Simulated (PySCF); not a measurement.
## Cu: electron affinity

Cu⁻ [Ar] 3d10 4s2 (1S) → Cu [Ar] 3d10 4s1 (2S), as a difference of total energies. Computed with PySCF 2.14 in aug-cc-pVTZ-DK, with scalar relativity by spin-free X2C-1e. Correlated levels: valence: [Ar] frozen. The calculations carry no spin-orbit coupling.

```
           method  electron affinity (eV)  error (eV)
              UHF                   0.010      -1.226
              LDA                   1.590      +0.354
              PBE                   1.379      +0.143
             PBE0                   1.082      -0.154
           r2SCAN                   1.239      +0.003
           M06-2X                   1.161      -0.075
             PW91                   1.409      +0.173
          wB97M-V                   1.104      -0.132
            B97-3                   1.189      -0.047
    MP2 (valence)                   0.872      -0.364
SCS-MP2 (valence)                   0.912      -0.324
```

Reference: 1.236 eV (measured; photodetachment measurements, as compiled on the Wikipedia data page of electron affinities).

Errors of the correlated levels include the incompleteness of this basis and the frozen core.

In the anion the highest occupied orbital energy is positive at LDA, PBE, PBE0, r2SCAN, M06-2X, PW91, B97-3, a self-interaction effect; the basis confines that electron, and the energy difference can still be sensible.
